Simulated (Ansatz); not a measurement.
Molecule: C$_{2}$H$_{10}$Si$_{2}$, net charge 0, singlet state. 
Coordinates optimised at B3LYP-D3(BJ)/def2-TZVP (Ansatz, a program for electronic structure):
```xyz
14

C     -1.3398     1.3758    -0.7059
Si    -0.5656    -0.0053     0.3121
C     -1.1060    -1.6886    -0.3340
Si     1.7746     0.1666     0.2569
H     -2.4300     1.3125    -0.6780
H     -1.0258     1.3122    -1.7499
H     -1.0498     2.3574    -0.3272
H     -1.0044     0.1331     1.7279
H     -0.7861    -1.8289    -1.3687
H     -0.6795    -2.4973     0.2620
H     -2.1937    -1.7842    -0.3022
H      2.2326     1.4797     0.7792
H      2.2712     0.0351    -1.1384
H      2.4142    -0.9010     1.0681
```
Charge 0, spin multiplicity 1.

Parts of the frozen-core correlation energy in aug-cc-pV(T+d)Z (Ansatz, hartree). Frozen orbitals: 12; correlated occupied orbitals by spin: 13 and 13; virtual: 407 and 407. Spin-orbit coupling is left out. No relativistic terms.

```
term                            value
-------------------------  ----------
reference (HF)             -659.49864
MP2 opposite-spin            -0.51065
MP2 same-spin                     [?]
CCSD correlation                  [?]
(T)                               [?]
T1 diagnostic                   0.011
largest doubles amplitude       0.012
```

Q: Fill in the missing entries.

A: 
- MP2 same-spin, value: -0.11798
- CCSD correlation, value: -0.69544
- (T), value: -0.02609
